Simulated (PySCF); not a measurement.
**Excitation energy of Fe²⁺ by level of theory**

Fe²⁺ [Ar] 3d6 (5D) → Fe²⁺ [Ar] 3d5 4s1 (7S), as a difference of total energies. All numbers are calculated (PySCF 2.14, no relativity, point nucleus, in def2-QZVPPD (11s6p5d4f2g, 100 functions)). Correlated levels: valence: [Ar] frozen; valence and next inner shell: [Ne] frozen. The calculations carry no spin-orbit coupling.

```csv
method,excitation energy (cm⁻¹)
UHF,22087
LDA,35017
PBE,35315
PBE0,34033
r2SCAN,31954
TPSSh,36767
wB97X,39160
LC-wPBE,38381
BHandHLYP,33647
MP2 (valence),31726
SCS-MP2 (valence),35678
MP2 (valence and next inner shell),32405
SCS-MP2 (valence and next inner shell),34390
```

A first-order spin-orbit estimate (lowest level to lowest level, LS coupling) adds 0.060 eV.
